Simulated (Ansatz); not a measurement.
Geometry optimisation of `C[NH][SnH2][O]C`.

```yaml
crystal:
  periodic: [false, false, false]
  atoms:
    - {symbol: C, position_ang: [-0.247680, 0.272340, -2.519390]}
    - {symbol: N, position_ang: [-0.297880, -0.147020, -1.128800]}
    - {symbol: Sn, position_ang: [0.144790, 1.108760, 0.400160]}
    - {symbol: O, position_ang: [-0.227080, 0.095230, 2.038220]}
    - {symbol: C, position_ang: [0.261980, -1.173140, 2.375800]}
    - {symbol: H, position_ang: [-1.075910, 0.922060, -2.813790]}
    - {symbol: H, position_ang: [-0.262560, -0.616380, -3.151170]}
    - {symbol: H, position_ang: [0.683390, 0.804010, -2.697480]}
    - {symbol: H, position_ang: [-1.160740, -0.654880, -0.963260]}
    - {symbol: H, position_ang: [1.787920, 1.445260, 0.208260]}
    - {symbol: H, position_ang: [-0.752550, 2.484220, 0.788050]}
    - {symbol: H, position_ang: [1.344490, -1.165590, 2.517100]}
    - {symbol: H, position_ang: [-0.211350, -1.447050, 3.320040]}
    - {symbol: H, position_ang: [0.013170, -1.927830, 1.626260]}
basis:
  gaussian: {orbitals: def2-TZVP}
hamiltonian: {xc: pbe0, dispersion: d4}
relax: {f_tol: 0.005, max_steps: 150}
```

```sh
$ ansatz run in.yaml --threads 2 --pin off --events-out ev --progress --plain --max-ram 22528MiB --backend cuda --devices 0, --max-vram 18GiB
```

It prints (some lines left out):

```
Functional definition: PBE0
mean field -11584.45678328 eV, -425.7209345587 hartree, gradient 4.8e-5 eV, S^2 0.000000; 0 other end points of the search recorded, 0 dependent functions left out
relax step   1: F+E_penalty+E_count = -11584.68958237 eV  Δ(F+E_penalty+E_count) = +0.000e0 eV  max|allowed force component| = 4.181e-1 eV/Å  Δτ_max = 0.0000 Å  (29 SCF iters, accepted)
mean field -11584.51420776 eV, -425.7230448693 hartree, gradient 1.1e-5 eV, S^2 0.000000; 0 other end points of the search recorded, 0 dependent functions left out
relax step   2: F+E_penalty+E_count = -11584.74835421 eV  Δ(F+E_penalty+E_count) = -5.877e-2 eV  max|allowed force component| = 2.601e-1 eV/Å  Δτ_max = 0.1939 Å  (31 SCF iters, accepted)
mean field -11584.53232658 eV, -425.7237107239 hartree, gradient 9.5e-6 eV, S^2 0.000000; 0 other end points of the search recorded, 0 dependent functions left out
relax step   3: F+E_penalty+E_count = -11584.76765525 eV  Δ(F+E_penalty+E_count) = -1.930e-2 eV  max|allowed force component| = 1.639e-1 eV/Å  Δτ_max = 0.0999 Å  (30 SCF iters, accepted)
mean field -11584.50879643 eV, -425.7228460066 hartree, gradient 1.4e-5 eV, S^2 0.000000; 0 other end points of the search recorded, 0 dependent functions left out
relax step   4: F+E_penalty+E_count = -11584.74498035 eV  Δ(F+E_penalty+E_count) = +2.267e-2 eV  max|allowed force component| = 1.645e0 eV/Å  Δτ_max = 0.1282 Å  (32 SCF iters, rejected (line search))
mean field -11584.53965205 eV, -425.7239799299 hartree, gradient 8.7e-6 eV, S^2 0.000000; 0 other end points of the search recorded, 0 dependent functions left out
relax step   5: F+E_penalty+E_count = -11584.77565433 eV  Δ(F+E_penalty+E_count) = -7.999e-3 eV  max|allowed force component| = 6.170e-2 eV/Å  Δτ_max = 0.0620 Å  (31 SCF iters, accepted)
mean field -11584.54457964 eV, -425.7241610154 hartree, gradient 9.1e-6 eV, S^2 0.000000; 0 other end points of the search recorded, 0 dependent functions left out
relax step   6: F+E_penalty+E_count = -11584.78129038 eV  Δ(F+E_penalty+E_count) = -5.636e-3 eV  max|allowed force component| = 6.454e-2 eV/Å  Δτ_max = 0.0992 Å  (30 SCF iters, accepted)
mean field -11584.54758437 eV, -425.7242714371 hartree, gradient 1.2e-5 eV, S^2 0.000000; 0 other end points of the search recorded, 0 dependent functions left out
relax step   7: F+E_penalty+E_count = -11584.78474605 eV  Δ(F+E_penalty+E_count) = -3.456e-3 eV  max|allowed force component| = 1.894e-1 eV/Å  Δτ_max = 0.1463 Å  (32 SCF iters, accepted)
mean field -11584.54887174 eV, -425.7243187473 hartree, gradient 8.6e-6 eV, S^2 0.000000; 0 other end points of the search recorded, 0 dependent functions left out
relax step   8: F+E_penalty+E_count = -11584.78609789 eV  Δ(F+E_penalty+E_count) = -1.352e-3 eV  max|allowed force component| = 3.775e-1 eV/Å  Δτ_max = 0.0671 Å  (33 SCF iters, accepted)
mean field -11584.55482617 eV, -425.7245375684 hartree, gradient 8.8e-6 eV, S^2 0.000000; 0 other end points of the search recorded, 0 dependent functions left out
relax step   9: F+E_penalty+E_count = -11584.79184690 eV  Δ(F+E_penalty+E_count) = -5.749e-3 eV  max|allowed force component| = 1.231e-1 eV/Å  Δτ_max = 0.0672 Å  (30 SCF iters, accepted)
mean field -11584.55597227 eV, -425.7245796868 hartree, gradient 1.3e-5 eV, S^2 0.000000; 0 other end points of the search recorded, 0 dependent functions left out
relax step  10: F+E_penalty+E_count = -11584.79268696 eV  Δ(F+E_penalty+E_count) = -8.401e-4 eV  max|allowed force component| = 2.879e-1 eV/Å  Δτ_max = 0.1273 Å  (31 SCF iters, accepted)
mean field -11584.55809262 eV, -425.7246576084 hartree, gradient 7.9e-6 eV, S^2 0.000000; 0 other end points of the search recorded, 0 dependent functions left out
relax step  11: F+E_penalty+E_count = -11584.79555936 eV  Δ(F+E_penalty+E_count) = -2.872e-3 eV  max|allowed force component| = 1.325e-1 eV/Å  Δτ_max = 0.0483 Å  (32 SCF iters, accepted)
mean field -11584.56078171 eV, -425.7247564304 hartree, gradient 7.8e-6 eV, S^2 0.000000; 0 other end points of the search recorded, 0 dependent functions left out
relax step  12: F+E_penalty+E_count = -11584.79836978 eV  Δ(F+E_penalty+E_count) = -2.810e-3 eV  max|allowed force component| = 1.016e-1 eV/Å  Δτ_max = 0.0219 Å  (34 SCF iters, accepted)
mean field -11584.56184973 eV, -425.7247956797 hartree, gradient 7.8e-6 eV, S^2 0.000000; 0 other end points of the search recorded, 0 dependent functions left out
relax step  13: F+E_penalty+E_count = -11584.79974577 eV  Δ(F+E_penalty+E_count) = -1.376e-3 eV  max|allowed force component| = 5.660e-2 eV/Å  Δτ_max = 0.0439 Å  (32 SCF iters, accepted)
mean field -11584.56251208 eV, -425.7248200206 hartree, gradient 9.9e-6 eV, S^2 0.000000; 0 other end points of the search recorded, 0 dependent functions left out
relax step  14: F+E_penalty+E_count = -11584.80108171 eV  Δ(F+E_penalty+E_count) = -1.336e-3 eV  max|allowed force component| = 1.387e-1 eV/Å  Δτ_max = 0.0950 Å  (31 SCF iters, accepted)
mean field -11584.56298314 eV, -425.7248373316 hartree, gradient 8.0e-6 eV, S^2 0.000000; 0 other end points of the search recorded, 0 dependent functions left out
relax step  15: F+E_penalty+E_count = -11584.80181526 eV  Δ(F+E_penalty+E_count) = -7.335e-4 eV  max|allowed force component| = 9.244e-2 eV/Å  Δτ_max = 0.0247 Å  (32 SCF iters, accepted)
mean field -11584.56344374 eV, -425.7248542584 hartree, gradient 8.5e-6 eV, S^2 0.000000; 0 other end points of the search recorded, 0 dependent functions left out
relax step  16: F+E_penalty+E_count = -11584.80260682 eV  Δ(F+E_penalty+E_count) = -7.916e-4 eV  max|allowed force component| = 2.614e-2 eV/Å  Δτ_max = 0.0497 Å  (31 SCF iters, accepted)
mean field -11584.56347208 eV, -425.7248552999 hartree, gradient 8.8e-6 eV, S^2 0.000000; 0 other end points of the search recorded, 0 dependent functions left out
relax step  17: F+E_penalty+E_count = -11584.80298068 eV  Δ(F+E_penalty+E_count) = -3.739e-4 eV  max|allowed force component| = 4.224e-2 eV/Å  Δτ_max = 0.0723 Å  (32 SCF iters, accepted)
mean field -11584.56348613 eV, -425.7248558161 hartree, gradient 8.3e-6 eV, S^2 0.000000; 0 other end points of the search recorded, 0 dependent functions left out
relax step  18: F+E_penalty+E_count = -11584.80310159 eV  Δ(F+E_penalty+E_count) = -1.209e-4 eV  max|allowed force component| = 3.852e-2 eV/Å  Δτ_max = 0.0273 Å  (33 SCF iters, accepted)
mean field -11584.56365574 eV, -425.7248620491 hartree, gradient 8.2e-6 eV, S^2 0.000000; 0 other end points of the search recorded, 0 dependent functions left out
relax step  19: F+E_penalty+E_count = -11584.80328583 eV  Δ(F+E_penalty+E_count) = -1.842e-4 eV  max|allowed force component| = 1.280e-2 eV/Å  Δτ_max = 0.0091 Å  (33 SCF iters, accepted)
mean field -11584.56368168 eV, -425.7248630025 hartree, gradient 8.1e-6 eV, S^2 0.000000; 0 other end points of the search recorded, 0 dependent functions left out
relax step  20: F+E_penalty+E_count = -11584.80327732 eV  Δ(F+E_penalty+E_count) = +8.509e-6 eV  max|allowed force component| = 2.273e-2 eV/Å  Δτ_max = 0.0065 Å  (33 SCF iters, rejected (line search))
mean field -11584.56371170 eV, -425.7248641058 hartree, gradient 8.2e-6 eV, S^2 0.000000; 0 other end points of the search recorded, 0 dependent functions left out
relax step  21: F+E_penalty+E_count = -11584.80331272 eV  Δ(F+E_penalty+E_count) = -2.689e-5 eV  max|allowed force component| = 3.386e-3 eV/Å  Δτ_max = 0.0032 Å  (33 SCF iters, accepted)
mean field -11584.56364439 eV, -425.7248616322 hartree, gradient 8.1e-6 eV, S^2 0.000000; 0 other end points of the search recorded, 0 dependent functions left out
relax step  22: F+E_penalty+E_count = -11584.80334723 eV  Δ(F+E_penalty+E_count) = -3.452e-5 eV  max|allowed force component| = 6.717e-3 eV/Å  Δτ_max = 0.0151 Å  (33 SCF iters, accepted)
mean field -11584.56356228 eV, -425.7248586146 hartree, gradient 8.1e-6 eV, S^2 0.000000; 0 other end points of the search recorded, 0 dependent functions left out
relax step  23: F+E_penalty+E_count = -11584.80336664 eV  Δ(F+E_penalty+E_count) = -1.940e-5 eV  max|allowed force component| = 6.808e-3 eV/Å  Δτ_max = 0.0194 Å  (33 SCF iters, accepted)
mean field -11584.56351631 eV, -425.7248569253 hartree, gradient 8.1e-6 eV, S^2 0.000000; 0 other end points of the search recorded, 0 dependent functions left out
relax step  24: F+E_penalty+E_count = -11584.80337259 eV  Δ(F+E_penalty+E_count) = -5.955e-6 eV  max|allowed force component| = 3.826e-3 eV/Å  Δτ_max = 0.0061 Å  (33 SCF iters, accepted)
mean field -11584.56351631 eV, -425.7248569253 hartree, gradient 8.1e-6 eV, S^2 0.000000; 1 other end points of the search recorded, 0 dependent functions left out
Total energy: -11584.80341549 eV, -425.7336730574 hartree
Atom 0 at    -0.067523    -0.019873    -2.211834 Å, force    -0.002630    -0.000209     0.000366 eV/Å
Atom 1 at    -0.821289     0.213006    -0.999194 Å, force    -0.000672    -0.000590    -0.003826 eV/Å
Atom 2 at    -0.136203     1.287230     0.548020 Å, force     0.000842    -0.001490     0.001208 eV/Å
Atom 3 at    -0.179451     0.099656     2.115884 Å, force    -0.000127     0.000610     0.000810 eV/Å
Atom 4 at     0.431284    -1.161379     2.030921 Å, force     0.001021    -0.001227    -0.000044 eV/Å
Atom 5 at    -0.258516     0.714384    -3.006487 Å, force     0.000476    -0.002234     0.002428 eV/Å
Atom 6 at    -0.276498    -1.015348    -2.620745 Å, force     0.000567     0.002024     0.000354 eV/Å
Atom 7 at     1.004005     0.011798    -1.997343 Å, force    -0.000528     0.000521    -0.000464 eV/Å
Atom 8 at    -1.818090     0.210307    -1.147181 Å, force     0.002146     0.000201    -0.000156 eV/Å
Atom 9 at     1.490089     1.663867     0.184197 Å, force     0.000039     0.000668     0.000311 eV/Å
Atom 10 at    -1.162617     2.553841     1.031867 Å, force     0.000105    -0.000174    -0.000241 eV/Å
Atom 11 at     1.526601    -1.090658     1.954886 Å, force    -0.001506    -0.000141    -0.000129 eV/Å
Atom 12 at     0.198451    -1.720594     2.942518 Å, force     0.000178     0.001160    -0.001163 eV/Å
Atom 13 at     0.069747    -1.746246     1.174489 Å, force     0.000090     0.000881     0.000547 eV/Å
Dipole moment:     0.005991     0.102215    -0.417436 e Å
```

Hardware: 2 threads of an AMD EPYC 7R13 on a shared host and a share of an NVIDIA H100 80 GB. Wall time 40 s, peak host memory 0.91 GiB.
